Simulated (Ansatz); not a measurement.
The cluster Al₂B₃, relaxed as a doublet with UKS PBE0-D4/def2-SVP in Ansatz, starting from the GFN2-xTB geometry. Force threshold 0.02 eV/Å.

The charge 0 doublet is spin-contaminated (final ⟨S²⟩ up to 0.87, 0.75 for a pure state). The relaxation made no stability test and no search for a lower SCF solution. The structure comes from a short search, and lower isomers may exist.

Start:

```
atom    x (Å)    y (Å)    z (Å)
  B1   0.9001   0.4084  -0.7837
  B2  -0.3379   1.2595  -0.8372
  B3   1.3210  -0.8147  -0.0172
 Al4  -0.1788  -1.3799   1.1955
 Al5  -1.7045   0.5267   0.4426
```

(1) Estimate the energy that the relaxation releases and the steps that it takes.

(2) Does the start keep its bonding and symmetry?

(3) Predict the relaxed structure.

Results:

(1) 1.15 eV, in 12 steps; 15 s on 4 threads of Arm Neoverse V1 on a shared host. No frequencies were taken in this run, so the end may be a saddle point.

(2) Bonds formed: B2–B3, B2–Al4 (atoms count from 1). Point group C2v at the start, Cs at the end, both within 0.05 Å.

(3) 
Cartesian coordinates in Å:
```
B 1.267 0.588 -1.114
B -0.115 0.608 -0.429
B 1.143 -0.588 -0.109
Al -0.309 -1.233 1.144
Al -1.986 0.624 0.508
```
Bond lengths (bridged metal pairs left out): 3 × B–B 1.54 to 1.77 Å; 3 × Al–B 2.02 to 2.43 Å; 1 × Al–Al 2.58 Å.
